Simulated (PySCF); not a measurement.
Isomers of C7H12Si. Method used: PBE0-D3(BJ)/def2-SVP geometry optimisation, gas phase in PySCF. One conformer each; no zero-point energy, no entropy. No frequencies were run at this level. Point groups hold within 0.08 Å.

Question: Order them by energy at this level, lowest first, and give relative energies in kcal/mol.
A. `[SiH3:1][CH2:2][C@@H:3]1[CH:4]=[CH:5][C@@H:6]2[CH2:7][C@H:8]12` with Si1–C2–C3–C4 177°
B. `[CH3:1][CH2:2][CH2:3][C:4]1=[CH:5][SiH2:6][CH:7]=[CH:8]1` with C1–C2–C3–C4 179°, C2–C3–C4–C5 107°
C. `[CH3:1][CH2:2][CH2:3][SiH:4]1[CH:5]=[CH:6][CH:7]=[CH:8]1` with C1–C2–C3–Si4 179°, C2–C3–Si4–C5 172°

Answer: C (0.0), B (2.7), A (13.5).

As drawn, the highest has a three-membered ring, which the lowest lacks.

| SMILES | E (Eh) | E rel (kcal/mol) | dipole (D) | point group | A, B, C (MHz) |
| --- | --- | --- | --- | --- | --- |
| CCC[SiH]1C=CC=C1 | -562.70727 | 0.0 | 0.66 | C1 | 4261, 846.9, 777.2 |
| CCCC1=C[SiH2]C=C1 | -562.70290 | 2.7 | 1.15 | C1 | 4743, 808.2, 738.9 |
| [SiH3]C[C@@H]1C=C[C@@H]2C[C@@H]21 | -562.68568 | 13.5 | 0.67 | C1 | 3661, 1106, 939.6 |

Question: As an exercise, what shares would exp(−E/RT) give at 298.15 K from these electronic energies alone (no entropy, no degeneracies)?

Answer: RT = 0.592 kcal/mol: CCC[SiH]1C=CC=C1 99.0 %, CCCC1=C[SiH2]C=C1 1.0 %, [SiH3]C[C@@H]1C=C[C@@H]2C[C@@H]21 under 0.1 %.
